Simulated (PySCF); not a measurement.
CBr₃, SMILES Br[C](Br)Br, multiplicity 2. Geometry: PBE-D3(BJ)/def2-SVP. The isomer is the one that the SMILES or the coordinates give; other isomers of the formula were not compared.

Calculation: PySCF with PBE-D3(BJ)/def2-SVP.

Harmonic wavenumbers (cm⁻¹): 156, 156, 230, 303, 749, 749. Rotational constants (GHz): 1.217, 1.217, 0.6101; symmetry number 3.

**Question.** Work out the zero-point energy and the ideal-gas rigid-rotor harmonic-oscillator thermochemistry at 298.15 K and 1 atm.

**Answer.** ZPE = ½ Σ hcν = ½ × 2343 cm⁻¹ = 3.35 kcal/mol. H − E(el) = 7.22 kcal/mol. Entropy in cal/(mol K): translation 42.47, rotation 28.07, vibration 8.98, spin 1.38, total 80.90. G − E(el) = -16.90 kcal/mol. Cp = 16.68 cal/(mol K).
